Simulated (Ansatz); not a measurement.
The cluster Li₅. The state is a quartet with charge 0. Geometry PBE/def2-TZVP; atoms count from 1.

| atom | x (Å) | y (Å) | z (Å) |
| --- | --- | --- | --- |
| Li1 | -1.0533 | -1.4585 | 1.4773 |
| Li2 | 1.0530 | 1.4588 | -1.4772 |
| Li3 | 0.9512 | 0.6467 | 1.3168 |
| Li4 | -1.5458 | 0.7149 | -0.3960 |
| Li5 | 0.5949 | -1.3620 | -0.9208 |

At PBE0/def2-TZVP a doublet of charge 0 lies 0.14 eV below the quartet, each at its own geometry. The structure comes from a short search, and lower isomers may exist.

Question: Estimate the Mulliken populations from the PBE0/def2-TZVP orbitals of Ansatz.

Answer: 
| atom | charge (e) | spin (α − β) |
| --- | --- | --- |
| Li1 | 0.00 | 0.70 |
| Li2 | 0.00 | 0.70 |
| Li3 | 0.00 | 0.54 |
| Li4 | 0.00 | 0.54 |
| Li5 | 0.00 | 0.54 |
Mulliken values depend strongly on the basis.

Question: Where does the spin sit?

Answer: Summed by element: Li 3.00, of 3 unpaired in all. Largest on single atoms: Li1 0.70, Li2 0.70, Li4 0.54.

Question: And the Mayer bond orders between heavy atoms (over 0.3)?

Answer: Li1–Li3 0.36 (2.91 Å); Li1–Li4 0.36 (2.91 Å); Li1–Li5 0.36 (2.91 Å); Li2–Li3 0.36 (2.91 Å); Li2–Li4 0.36 (2.91 Å); Li2–Li5 0.36 (2.91 Å); Li3–Li4 0.32 (3.03 Å); Li3–Li5 0.32 (3.03 Å); Li4–Li5 0.32 (3.03 Å).
